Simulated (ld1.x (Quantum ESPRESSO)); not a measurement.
# Which change was made? (Cl, TM)

chlorine (Cl), norm-conserving Troullier–Martins (Kleinman–Bylander form), made with ld1.x (Quantum ESPRESSO) 7.5 (PBE, scalar-relativistic). Core [Ne], reference 3s1.5 3p5.5. Waves: 3s (bound): rc 1.20 bohr; 3p (bound): rc 1.35 bohr; 3d channel at 0.3 Ry: rc 1.30 bohr. Local part: all-electron potential smoothed inside 0.95 bohr (lloc = -1). Core correction: Bessel-smoothed model core, default radius (core density twice the valence density).

Cutoffs, loose and tight: the cutoffs (Ry, on a coarse ladder) from which the occupation-weighted sum of valence levels, in a spherical-Bessel basis at the reference potential, stays within 10 and 1 mRy of its value at 400 Ry. They do not see the model core or the augmentation charge, which bear on the density cutoff. Test errors are all-electron minus pseudo excitation energies from the reference, over the configurations 3s2 3p5; 3s2 3p4; 3s2 3p3; 3s1 3p5; 3s2 3p2; 3s2 3p5.3; 3s2 3p4.5; variants that change the core or the reference have their own tests.

The base gives: outcome: generated; cutoff, loose: 35 Ry; cutoff, tight: 70 Ry; bound ghosts: none; largest test error (meV): +110.

(1) After one change the result is: outcome: generated; cutoff, loose: 230 Ry; cutoff, tight: over 300 Ry; bound ghosts: none; largest test error (meV): +101. Which change was it?
A. all radii but the core radius scaled by about 1.35 (s 1.62, p 1.82, d 1.74 bohr); local potential all-electron potential smoothed inside 1.28 bohr (lloc = -1)
B. wave 3s (bound): rc 1.20 bohr becomes 3s (bound): rc 1.14 bohr
C. wave 3p (bound): rc 1.35 bohr becomes 3p (bound): rc 0.90 bohr

Results:

(1) C. The others give: wave 3s (bound): rc 1.20 bohr becomes 3s (bound): rc 1.14 bohr → outcome: generated; cutoff, loose: 45 Ry; cutoff, tight: 80 Ry; bound ghosts: none; largest test error (meV): +112 | all radii but the core radius scaled by about 1.35 (s 1.62, p 1.82, d 1.74 bohr); local potential all-electron potential smoothed inside 1.28 bohr (lloc = -1) → outcome: generated; cutoff, loose: 30 Ry; cutoff, tight: 55 Ry; bound ghosts: none; largest test error (meV): +122.
